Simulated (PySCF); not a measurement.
**W⁺ (tungsten, charge +1) across methods**

[Xe] 4f14 5d4 6p1, one real determinant (an excited configuration). Calculation: PySCF 2.14, in aug-cc-pVDZ-PP with ECP60MDF; scalar relativity through the core potential.

```csv
method,E (hartree),mean ε 5p β (eV),mean ε 5d α (eV),mean ε 6p α (eV),Σ⟨r²⟩ (bohr²),⟨S²⟩
PBE,-66.8295,-50.060,-14.030,-8.227,47.31,8.751
UHF,-66.26722,-57.830,-19.112,-9.867,48.73,8.753
LDA,-66.6358,-50.071,-14.089,-8.323,47.37,8.750
M06-2X,-66.6827,-54.440,-16.687,-9.476,47.04,8.750
PBEsol,-66.7089,-49.957,-14.010,-8.232,47.21,8.751
wB97X-V,-66.7551,-55.059,-17.606,-10.175,47.58,8.751
r2SCAN,-66.8382,-50.744,-14.333,-8.299,47.11,8.751
PBE0,-66.7980,-52.285,-15.443,-8.740,47.40,8.751
```

Q: Estimate the same row for TPSS.

A: E (hartree) = -66.8019; mean ε 5p β (eV) = -50.253; mean ε 5d α (eV) = -13.954; mean ε 6p α (eV) = -8.162; Σ⟨r²⟩ (bohr²) = 47.26; ⟨S²⟩ = 8.751.

⟨L²⟩ = 8.00 against 12 for a pure F term, so this real determinant mixes terms. Energies and moments cover only the electrons outside the core potential. Spin-orbit coupling, absent here, splits the open shell strongly.
